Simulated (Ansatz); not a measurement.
`[AlH2][SeH]` + HI → `[AlH2][I]` + H₂Se  (ligand exchange at the Al–Se bond)

Program: Ansatz. Geometries: PBE0-D4/def2-TZVP. ΔE: electronic, gas phase. CCSD(T)/CBS adds triple-zeta CCSD(T) − MP2 to the extrapolated MP2 energy (def2 sets, frozen cores). Functionals use def2-TZVPP. def2 core potentials past Kr. For I, Se outer-core shells are correlated without core-valence functions, which leaves a few kJ/mol of doubt a bond. Scalar relativity is left out up to krypton.

Q: Is it downhill or uphill in electronic energy at CCSD(T)/CBS, and by how much? (An estimate is asked.)

A: Computed: Downhill: ΔE = -7.3 kcal/mol.

Q: What do these levels give: BHLYP, RPA@PBE/def2-TZVPP, CCSD(T)/def2-SVP, HF/def2-TZVPP, MP2/def2-TZVPP, HF/def2-QZVPP? (Estimate.)

A: The calculation gave: BHLYP -7.6, RPA@PBE/def2-TZVPP -6.2, CCSD(T)/def2-SVP -7.1, HF/def2-TZVPP -8.9, MP2/def2-TZVPP -7.6, HF/def2-QZVPP -9.0 kcal/mol.

Largest T1 diagnostic among the species: 0.009.

From BLYP to BHLYP (50 % exact exchange), in def2-TZVPP and without D4, ΔE moves by −1.3 kcal/mol. Leaving LDA and LC-ωPBE aside and taking each functional with its dispersion term where it has one, the values, not all of them listed here, spread over 1.6 kcal/mol, from BHLYP-D4 to BLYP-D4.
